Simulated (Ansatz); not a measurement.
`C/C=[CH]/[AlH2]` + CH₃SH → `C[S][AlH2]` + `C=CC` at 298.15 K and 1 bar (ligand exchange at the Al–C bond).

Computed with Ansatz on PBE0-D4/def2-TZVP structures; ΔE is electronic, products minus reactants. CBS: MP2 limit from def2 TZ/QZ plus the TZ coupled-cluster correction, frozen cores. This one scheme is used for every species.

| species | CCSD(T)/CBS energy (Eh) | H − E (kJ/mol) | S (J/(mol·K)) |
| --- | --- | --- | --- |
| `C/C=[CH]/[AlH2]` | -360.34981 | 237.4 | 321.7 |
| CH₃SH | -438.22835 | 133.0 | 253.2 |
| `C[S][AlH2]` | -680.87163 | 155.2 | 309.9 |
| `C=CC` | -117.74610 | 222.5 | 264.5 |

H − E and S are ideal-gas, rigid-rotor, harmonic terms from PBE0-D4/def2-TZVP. 1 Eh = 2625.50 kJ/mol, R = 8.31446 J/(mol·K).

Task: By hand: ΔE, ΔH, ΔS and ΔG.

Result: ΔE = (-680.87163) + (-117.74610) − (-360.34981) − (-438.22835) = -0.03957 Eh = -103.9 kJ/mol. Δ(H − E) = 155.2 + 222.5 − 237.4 − 133.0 = 7.3, so ΔH = -96.6 kJ/mol. ΔS = 309.9 + 264.5 − 321.7 − 253.2 = -0.5 J/(mol·K). ΔG = -96.6 − 298.15 × (-0.5)/1000 = -96.5 kJ/mol.

Task: By hand: the equilibrium constant, and the temperature at which ΔG would vanish if ΔH and ΔS stayed fixed.

Result: log₁₀ K = −ΔG/(RT ln 10) = 16.9. ΔG = 0 at ΔH/ΔS = 193200 K, far beyond where these terms or the molecules hold.

The number of gas molecules stays the same, so ΔS is small and ΔH decides. A doubt of 5 kJ/mol in ΔE shifts log₁₀ K by 0.9 here. These are equilibria of isolated gas molecules and say nothing of rates. Largest T1 diagnostic: 0.011 (customary marks: 0.02 for closed shells, 0.045 for open ones).
